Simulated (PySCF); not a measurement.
Calculated NMR parameters of Cc1ccc(N[SiH3])cc1

| Property | Result |
| --- | --- |
| Formula | C7H11NSi |
| SMILES | Cc1ccc(N[SiH3])cc1 |
| Point group of the computed structure | C1 |
| Degrees of unsaturation | 4 |
| Carbon signals | 5 |
| Proton signals | 5 |

Molfile (atoms numbered from 1):
```
C7H11NSi
     RDKit          3D

 20 20  0  0  0  0  0  0  0  0999 V2000
    3.3745   -0.1767   -0.1937 C   0  0  0  0  0  0  0  0  0  0  0  0
    1.8841    0.0019   -0.1660 C   0  0  0  0  0  0  0  0  0  0  0  0
    1.0401   -0.9990    0.3261 C   0  0  0  0  0  0  0  0  0  0  0  0
   -0.3391   -0.8302    0.3859 C   0  0  0  0  0  0  0  0  0  0  0  0
   -0.9380    0.3620   -0.0518 C   0  0  0  0  0  0  0  0  0  0  0  0
   -2.3133    0.5420    0.0008 N   0  0  0  0  0  0  0  0  0  0  0  0
   -3.5109   -0.5832    0.5871 Si  0  0  0  0  0  4  0  0  0  0  0  0
   -0.0966    1.3688   -0.5509 C   0  0  0  0  0  0  0  0  0  0  0  0
    1.2801    1.1857   -0.6046 C   0  0  0  0  0  0  0  0  0  0  0  0
    3.6522   -1.2265   -0.3712 H   0  0  0  0  0  0  0  0  0  0  0  0
    3.8342    0.1238    0.7635 H   0  0  0  0  0  0  0  0  0  0  0  0
    3.8385    0.4334   -0.9828 H   0  0  0  0  0  0  0  0  0  0  0  0
    1.4713   -1.9428    0.6729 H   0  0  0  0  0  0  0  0  0  0  0  0
   -0.9583   -1.6435    0.7759 H   0  0  0  0  0  0  0  0  0  0  0  0
   -2.6329    1.4379   -0.3456 H   0  0  0  0  0  0  0  0  0  0  0  0
   -3.3013   -0.9311    2.0266 H   0  0  0  0  0  0  0  0  0  0  0  0
   -3.5122   -1.8626   -0.1876 H   0  0  0  0  0  0  0  0  0  0  0  0
   -4.8164    0.1168    0.4164 H   0  0  0  0  0  0  0  0  0  0  0  0
   -0.5344    2.3067   -0.9054 H   0  0  0  0  0  0  0  0  0  0  0  0
    1.9048    1.9910   -1.0026 H   0  0  0  0  0  0  0  0  0  0  0  0
  1  2  1  0
  2  3  1  0
  3  4  2  0
  4  5  1  0
  5  6  1  0
  6  7  1  0
  5  8  2  0
  8  9  1  0
  9  2  2  0
  1 10  1  0
  1 11  1  0
  1 12  1  0
  3 13  1  0
  4 14  1  0
  6 15  1  0
  7 16  1  0
  7 17  1  0
  7 18  1  0
  8 19  1  0
  9 20  1  0
M  END
```

Level of theory: σ from GIAO-B97-2/pcSseg-1, coordinates at the PBE0-D3(BJ)/def2-SVP level, in PySCF 2.14.0 with density-fitted response routines (fast rotation and ring inversion assumed for equivalent nuclei, relativity neglected, isolated molecule, single conformer).

Chemical shifts δ = σref − σ; TMS for ¹H, ¹³C, ²⁹Si; ¹⁵N vs NH3, all at this level.

| carbon | δC, type | δH (multiplicity) | HMBC from (2–3 bonds) | span of the C tensor (ppm) |
| --- | --- | --- | --- | --- |
| C1 | 22.3, CH3 | 2.25 (s) | H13/H20 | 45 |
| C2 | 128.2, C | – | H13/H20, H14/H19, H10/H11/H12 | 217 |
| C3/C9 | 132.5, CH | 7.05 (d) | H13/H20, H14/H19, H10/H11/H12 | 211 |
| C4/C8 | 115.3, CH | 6.49 (d) | H13/H20, H14/H19 | 180 |
| C5 | 146.1, C | – | H13/H20, H14/H19, H16/H17/H18 | 198 |

Other nuclei:
```csv
atoms,nucleus,environment,δ (ppm),σ (ppm)
H16/H17/H18,¹H,hydrogen on a silicon bonded to N,4.65,26.72
H15,¹H,hydrogen on an aniline-type nitrogen,2.75,28.62
Si7,²⁹Si,"silicon bonded to N, 3 H",-61.0,418.4
N6,¹⁵N,aniline-type nitrogen,60.1,202.8
```

- Carbon types of the structure: 2 × C, 4 × CH, 1 × CH3, leaving 4 H on heteroatoms.
- δC 146.1: aromatic carbon bearing nitrogen; an ipso carbon deshielded by its heteroatom.
- δC 132.5, 115.3: aromatic CH.
- δC 128.2: substituted aromatic carbon.
- δH 2.75: hydrogen on an aniline-type nitrogen; exchangeable, gas-phase position.
- δH 2.25: hydrogen on a methyl carbon on an aromatic ring; benzylic-type position, deshielded by the ring.

The OH or NH signal is concentration- and solvent-dependent in practice; the value given is the gas-phase one. Shifts are as computed. Against solution values, carbons near 30 ppm lie about +1 ppm off and those near 130 ppm about +2 ppm. Of 1211 compounds with measured shifts, 218 miss one by over three times the rms of a fit or turn the order of signals round; such compounds aren't used in these exercises. Experimental scales use liquid or dissolved standards, which lie at an offset from isolated NH3 (liquid NH3: subtract about 20 ppm). Multiplicities follow the n + 1 count of equivalent neighbours, as no J values were calculated; m marks all less simple cases, F and P coupling included.
